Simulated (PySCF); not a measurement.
Identify the unknown among the candidates.

All candidates are C8H8FOP.

- NMR, other nuclei: isotropic shieldings of nuclei other than C and H, by class: -334 (1 O), 261 (1 F), 137 (1 P) ppm [GIAO PBE0/pcSseg-1]
- Dipole: 2.19 D [PBE0/pcSseg-1]
- 1H NMR: chemical shifts (computed TMS as zero) by class: 8.96 (1 H), 8.10 (1 H), 2.77 (3 H), 2.66 (3 H) ppm [GIAO PBE0/pcSseg-1]
- Rotational structure: rotational constants A, B, C: 1.344, 0.833, 0.528 GHz [GFN2-xTB]
- 13C NMR: chemical shifts (computed TMS as zero) by class: 208.9 (1 C), 202.8 (1 C), 169.7 (1 C), 145.6 (1 C), 142.0 (1 C), 136.3 (1 C), 35.1 (1 C), 27.0 (1 C) ppm [GIAO PBE0/pcSseg-1]

Electronic properties: PySCF, gas phase, density fitting. Levels stand in brackets. Isolated species at its GFN2-xTB geometry (one conformer only). NMR classes are plain means over equivalent atoms (diastereotopic ones count apart unless rotation or inversion swaps them), as if these changed places fast.

**Question.** Which candidate is it?
A. `CC(=O)c1cc(C)cpc1F`
B. `CO/C=P/c1ccc(F)cc1`
C. `COc1ccc(/P=C\F)cc1`
D. `C=Cc1pc(F)oc1C1CC1`
E. `CC(=O)c1cpc(F)cc1C`

**Answer.** A. It is `CC(=O)c1cc(C)cpc1F`. Numbering: `[CH3:1][C:2](=[O:3])[c:4]1[cH:5][c:6]([CH3:7])[cH:8][p:9][c:10]1[F:11]`. 8 carbons fall into 8 classes; from least to most shielded: aromatic C–F carbon [C10] (208.9 ppm), ketone carbonyl carbon [C2] (202.8 ppm), aromatic CH carbon [C8] (169.7 ppm), substituted aromatic carbon [C6] (145.6 ppm), aromatic CH carbon [C5] (142.0 ppm), substituted aromatic carbon [C4] (136.3 ppm), methyl carbon next to a carbonyl [C1] (35.1 ppm), benzylic-type carbon [C7] (27.0 ppm). Hydrogen classes from least to most shielded: 1 H on an aromatic CH carbon, C8 (8.96 ppm), 1 H on an aromatic CH carbon, C5 (8.10 ppm), 3 H on a methyl carbon next to a carbonyl, C1 (2.77 ppm, a mean of values up to 0.7 ppm apart in this geometry), 3 H on a benzylic-type carbon, C7 (2.66 ppm, a mean of values up to 0.6 ppm apart in this geometry). The other shieldings belong to: -334 ppm, ketone oxygen [O3]; 261 ppm, aryl fluorine [F11]; 137 ppm, phosphorus bonded to 2 C [P9]. The optimised geometry has point group C1 and is an asymmetric top.

The others, at the same levels:
- `COc1ccc(/P=C\F)cc1` fails: it has 6 carbon classes against 8; its computed 13C shifts are 206.4 (1 C), 168.0 (1 C), 140.9 (2 C), 129.9 (1 C), 118.1 (2 C), 55.8 (1 C) ppm, 1H shifts are 8.46 (1 H), 7.83 (2 H), 7.07 (2 H), 3.95 (3 H) ppm and rotational constant A is 2.369 GHz (against 1.344 GHz).
- `CC(=O)c1cpc(F)cc1C` fails: its computed 13C shifts are 212.7 (1 C), 211.5 (1 C), 160.5 (1 C), 150.1 (1 C), 146.9 (1 C), 130.0 (1 C), 34.6 (1 C), 23.3 (1 C) ppm, 1H shifts are 8.72 (1 H), 7.69 (1 H), 2.62 (3 H), 2.52 (3 H) ppm and rotational constant A is 1.776 GHz (against 1.344 GHz).
- `CO/C=P/c1ccc(F)cc1` fails: it has 6 carbon classes against 8; its computed 13C shifts are 212.3 (1 C), 173.4 (1 C), 137.7 (1 C), 136.7 (2 C), 121.3 (2 C), 61.1 (1 C) ppm, 1H shifts are 10.28 (1 H), 7.97 (2 H), 7.31 (2 H), 4.11 (3 H) ppm and rotational constant A is 3.795 GHz (against 1.344 GHz).
- `C=Cc1pc(F)oc1C1CC1` fails: it has 7 carbon classes against 8; its computed 13C shifts are 207.4 (1 C), 155.1 (1 C), 141.0 (1 C), 136.3 (1 C), 121.2 (1 C), 12.3 (1 C), 10.9 (2 C) ppm, 1H shifts are 7.03 (1 H), 6.30 (1 H), 5.52 (1 H), 2.05 (1 H), 0.98 (2 H), 0.96 (2 H) ppm and rotational constant A is 1.154 GHz (against 1.344 GHz).

Each candidate is one conformer, not necessarily the lowest. The conformers computed, where there is a choice (atom-mapped SMILES and torsion angles):
- `[CH3:1][C:2](=[O:3])[c:4]1[cH:5][c:6]([CH3:7])[cH:8][p:9][c:10]1[F:11]`: C1–C2–C4–C5 -152°
- `[CH3:1][O:2][c:3]1[cH:4][cH:5][c:6](/[P:7]=[CH:8]\[F:9])[cH:10][cH:11]1`: C1–O2–C3–C4 0°, C5–C6–P7–C8 -49°
- `[CH3:1][C:2](=[O:3])[c:4]1[cH:5][p:6][c:7]([F:8])[cH:9][c:10]1[CH3:11]`: C1–C2–C4–C5 -65°
- `[CH3:1][O:2]/[CH:3]=[P:4]/[c:5]1[cH:6][cH:7][c:8]([F:9])[cH:10][cH:11]1`: C1–O2–C3–P4 0°, C3–P4–C5–C6 177°
- `[CH2:1]=[CH:2][c:3]1[p:4][c:5]([F:6])[o:7][c:8]1[CH:9]1[CH2:10][CH2:11]1`: C1–C2–C3–P4 0°, O7–C8–C9–C10 -35°
